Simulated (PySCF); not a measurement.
## Dipole moment and polarisability of `COC(OC(F)(F)F)=C(F)F`

Species: C₄H₃F₅O₂.
Cartesian coordinates in Å at the PBE0-D3(BJ)/def2-SVP level; atoms count from 1:
```xyz
14
C4H3F5O2 angstrom
C      1.6090   -0.9489    0.5736
O      0.6973   -0.0593    1.2008
C     -0.0544    0.7055    0.4051
O     -1.4128    0.4907    0.4297
C     -1.9080   -0.4922   -0.3597
F     -3.2141   -0.5024   -0.2156
F     -1.4294   -1.6911   -0.0277
F     -1.6119   -0.2925   -1.6414
C      0.4099    1.7408   -0.2989
F     -0.3207    2.5046   -1.0630
F      1.6730    2.0889   -0.3023
H      2.0740   -1.5341    1.3763
H      1.0874   -1.6294   -0.1168
H      2.3929   -0.3958    0.0324
```

Level: CAM-B3LYP/def2-SVPD (PySCF), static field, nuclei fixed, core orbitals frozen in the response. The polarisability tensor in these axes (au):

```
x   65.42  2.63  2.11
y    2.63 66.47 -7.65
z    2.11 -7.65 52.92
```

Give the principal values, the mean and the anisotropy Δα = √{½[(α1 − α2)² + (α2 − α3)² + (α1 − α3)²]}.

Principal values 48.93, 65.46 and 70.42 au; mean 61.60 au = 9.13 Å³ = 10.16 × 10⁻⁴⁰ C²·m²/J; Δα = 19.49 au (32 % of the mean).

What is the dipole moment, and where does it point?

(1.90, -1.01, -0.20) D, 2.16 D in size, pointing from the negative to the positive side. Measured along this direction, the outermost atoms are F6 at the negative end and H12 at the positive end.

What molar refraction does this α imply?

Lorentz–Lorenz: R = (4π/3)N_A α = 2.5225 cm³/(mol·Å³) × 9.13 Å³ = 23.0 cm³/mol, in the limit of long wavelengths.

Give the eigenvalues of the traceless quadrupole moment Θ = ½Σq(3rr − r²1), origin at the centre of nuclear charge.

-4.09, -2.89, 6.98 D·Å. The values depend on the origin, since the dipole doesn't vanish. The electronic extent ⟨r²⟩ about the same centre is 1612 bohr², a root-mean-square distance of 2.27 Å for the 88 electrons.

Orientational against electronic polarisability at 500 K (dilute gas, rigid molecules)?

In Gaussian units μ²/3kT = 22.50 Å³ against 9.13 Å³, a ratio of 2.46; the Debye molar polarisation (4π/3)N_A(α + μ²/3kT) is 79.8 cm³/mol, leaving out the vibrational part.

Along which axes do the principal values lie, and how far do the nuclei extend along each?

Largest value along (0.32, 0.88, -0.35), where the nuclei span 4.42 Å; middle along (0.93, -0.22, 0.29), 5.61 Å; least along (-0.18, 0.42, 0.89), 2.21 Å. The strongest response doesn't lie along the longest of the three spans.

Rayleigh depolarisation ratio (linearly polarised light, static tensor)?

ρ = 3Δα²/(45ᾱ² + 4Δα²) = 1139.6/(170781 + 1519.4) = 0.00661.

The structure is a single PBE0-D3(BJ)/def2-SVP conformer in the gas phase; no vibrational or solvent corrections.

The run behind these numbers computed excited states as well. The run took 98 s of wall time on one thread of an Arm Neoverse V1, shared host with 32 logical CPUs at a one-minute load of 27, and the process peaked at 1.3 GiB of memory.
